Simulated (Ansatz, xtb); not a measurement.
## Two isomers of C4H6BNO

Structure I: `B[C@@H]1OC[C@@H]1C#N`, a singlet. Structure II: `BC1(C#N)COC1`, a singlet. Both are isolated molecules in the gas phase, relaxed with r2SCAN-D4/def2-SVP; the shapes shown needn't be the lowest conformers.

I (Å):

```yaml
atoms:
  - { symbol: C, position_ang: [0.6041, -0.1956, 2.3846] }
  - { symbol: C, position_ang: [0.3214, -1.5920, 0.8753] }
  - { symbol: C, position_ang: [1.0026, -1.7048, 2.2649] }
  - { symbol: C, position_ang: [0.3966, -2.6209, 3.2144] }
  - { symbol: B, position_ang: [-0.1884, 0.3645, 3.6003] }
  - { symbol: N, position_ang: [-0.1127, -3.3466, 3.9681] }
  - { symbol: O, position_ang: [-0.0203, -0.2220, 1.0821] }
  - { symbol: H, position_ang: [-1.1544, 1.0648, 3.4377] }
  - { symbol: H, position_ang: [0.2544, 0.1583, 4.7039] }
  - { symbol: H, position_ang: [1.5251, 0.4422, 2.3700] }
  - { symbol: H, position_ang: [1.0125, -1.7391, 0.0254] }
  - { symbol: H, position_ang: [-0.5648, -2.2365, 0.7426] }
  - { symbol: H, position_ang: [2.0878, -1.8879, 2.2279] }
```

II (Å):

```xyz
13

C     0.6638   -0.3059    1.6583
C     0.4839   -1.0279    2.8938
C     0.8922   -1.1126    0.3554
C    -0.6407    0.1671    0.8844
B     1.1774    1.1606    1.7203
N     0.3559   -1.6260    3.8848
O    -0.1960   -0.4470   -0.3077
H     1.6772    1.6383    0.7335
H     0.9388    1.8183    2.6999
H     1.8543   -0.9447   -0.1549
H     0.7061   -2.1955    0.4682
H    -0.7857    1.2668    0.7741
H    -1.5660   -0.2568    1.3169
```

Quicker runs give these differences E(II) − E(I): GFN2-xTB −0.16 kcal/mol; HF/STO-3G −0.26 kcal/mol (at GFN2-xTB geometries); r2SCAN-D4/def2-SVP//GFN2-xTB +0.06 kcal/mol.

**Question.** Estimate which is lower in electronic energy at CCSD(T)/def2-SVP + ΔMP2/def2-TZVPP, and by roughly how much.

**Answer.** Too close to call at this level: CCSD(T)/def2-SVP + ΔMP2/def2-TZVPP gives E(II) − E(I) = −1.98 kcal/mol.

The same difference at several levels:

| level | geometry | E(II) − E(I) (kcal/mol) | departure from the last row (kcal/mol) | job, with rough time for the two |
| --- | --- | --- | --- | --- |
| GFN2-xTB | GFN2-xTB | −0.16 | +1.82 | optimisation, 0.23 s |
| HF/STO-3G | GFN2-xTB | −0.26 | +1.72 | single point, 0.88 s |
| r2SCAN-D4/def2-SVP//GFN2-xTB | GFN2-xTB | +0.06 | +2.04 | single point, 6.2 s |
| r2SCAN-D4/def2-SVP | r2SCAN-D4/def2-SVP | −2.04 | −0.06 | optimisation, 2.6 min |
| HF/def2-SVP | r2SCAN-D4/def2-SVP | +1.44 | +3.42 | part of the CCSD(T) run |
| MP2/def2-SVP | r2SCAN-D4/def2-SVP | −2.69 | −0.71 | part of the CCSD(T) run |
| CCSD(T)/def2-SVP | r2SCAN-D4/def2-SVP | −1.75 | +0.23 | single point |
| CCSD(T)/def2-SVP + ΔMP2/def2-TZVPP | r2SCAN-D4/def2-SVP | −1.98 |  | single point, 82 s |

As drawn, both hold the same kinds of bond in the same numbers.

HF/def2-SVP puts the two in the other order. GFN2-xTB, HF/STO-3G, r2SCAN-D4/def2-SVP//GFN2-xTB find them nearly level. The largest departure from CCSD(T)/def2-SVP + ΔMP2/def2-TZVPP is that of HF/def2-SVP, 3.42 kcal/mol. The last row adds to CCSD(T) the change of the MP2 difference between the two basis sets, here −0.23 kcal/mol.

With thermal terms from frequencies at re-optimised GFN2-xTB minima (ideal gas, soft modes damped towards free rotors, one conformer each, 298.15 K, 1 atm): on the last row, ΔE + ΔZPE = −1.79, ΔH = −1.71, ΔG = −1.78 kcal/mol.

The correlated steps freeze 7 core orbitals. Mirror images aren't counted in ΔG. Run with Ansatz 0.2.0, xtb 6.7.1; the last row on 2 threads of Intel(R) Xeon(R) Platinum 8259CL CPU @ 2.50GHz (Skylake/Cascade Lake) on a shared host.
